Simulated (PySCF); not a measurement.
Dipole response of Ar³⁺ (argon, charge +3)

[Ne] 3s2 3p3, high-spin 4S determinant. Computed with PySCF 2.14 in aug-cc-pwCVDZ (6s5p3d, 36 functions), with no relativity, point nucleus. Coupled (time-dependent) response in atomic units; α is the mean over directions. A double-zeta set is small for polarisabilities.

```csv
method,mean α (bohr³),C₆ (like pair),S(−4)
UHF,3.692,10.00,5.019
PBE,3.585,9.722,4.222
PBE0,3.595,9.736,4.320
M06-L,3.478,9.480,3.814
r2SCAN0,3.621,9.964,4.441
```

S(−4) is the Cauchy moment in α(ω) = α(0) + S(−4) ω² + …

α(iu) at r2SCAN0:

```
u (hartree)  α(iu) (bohr³)
          0          3.621
     0.0500          3.610
      0.100          3.577
      0.200          3.456
      0.300          3.279
      0.500          2.844
      0.750          2.292
       1.00          1.820
       1.50          1.166
       2.00         0.7900
       3.00         0.4286
       5.00         0.1938
```

A single London oscillator, α(iu) = α/(1 + u²/ω²), gives C₆ = (3/4) ω α². Matching the computed C₆ needs ω = 4 × 9.964 / (3 × 3.621²) = 1.01 hartree.

For an ion, C₆ is the dispersion term alone; charge-induced terms of lower order in 1/R come first.
